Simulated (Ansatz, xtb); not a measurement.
Relative energy of two conformers of F3SSi

Structure a: `FS[Si](F)F`, a doublet. Structure b: `FS[Si](F)F`, a doublet. Both are isolated molecules in the gas phase, relaxed with B3LYP/6-31G*.

a (Å):

```yaml
atoms:
  - { symbol: F, position_ang: [1.6593, 1.2250, -0.3973] }
  - { symbol: F, position_ang: [-1.0821, -1.9458, -0.2950] }
  - { symbol: F, position_ang: [-0.8779, 1.4937, -0.8124] }
  - { symbol: S, position_ang: [0.3937, -1.4199, -0.8427] }
  - { symbol: Si, position_ang: [0.2174, 0.6000, -0.0451] }
```

b (Å):

```xyz
5

F    -2.7168   -0.2108    0.6531
F     0.4527   -1.6349    0.1711
F     0.6406    0.8340    0.7828
S    -1.9777    0.1071   -0.8062
Si    0.1210   -0.1588   -0.3678
```

Question: Estimate E(b) − E(a) at the level CCSD(T)/def2-SVP + ΔMP2/def2-TZVPP.

Answer: Calculated at CCSD(T)/def2-SVP + ΔMP2/def2-TZVPP: E(b) − E(a) = +5.21 kJ/mol, so structure a lies lower.

How the difference moves with the method:

```tsv
level	geometry	E(b) − E(a) (kJ/mol)	departure from the last row (kJ/mol)	job, with rough time for the two
B3LYP/6-31G*	B3LYP/6-31G*	+7.93	+2.73	optimisation, 64 s
HF/def2-SVP	B3LYP/6-31G*	+9.92	+4.71	part of the CCSD(T) run
MP2/def2-SVP	B3LYP/6-31G*	+7.02	+1.82	part of the CCSD(T) run
CCSD(T)/def2-SVP	B3LYP/6-31G*	+7.80	+2.59	single point
CCSD(T)/def2-SVP + ΔMP2/def2-TZVPP	B3LYP/6-31G*	+5.21		single point, 33 s
```

None of the levels shown reverses the order. The largest departure from CCSD(T)/def2-SVP + ΔMP2/def2-TZVPP is that of HF/def2-SVP, 4.71 kJ/mol. Levels run at GFN2-xTB geometries aren't shown. The last row adds to CCSD(T) the change of the MP2 difference between the two basis sets, here −2.59 kJ/mol.

With harmonic frequencies from B3LYP/6-31G* (ideal gas, rigid rotor, one conformer each, 298.15 K, 1 atm): on the last row, ΔE + ΔZPE = +4.84 kJ/mol. A mode under 50 cm⁻¹ makes harmonic enthalpies and free energies unreliable, so none is given.

Open shells are spin-unrestricted. The correlated steps freeze 13 core orbitals. Codes used: Ansatz 0.2.0; the last row on 1 thread of Intel(R) Xeon(R) 6975P-C (Granite Rapids) on a shared host.
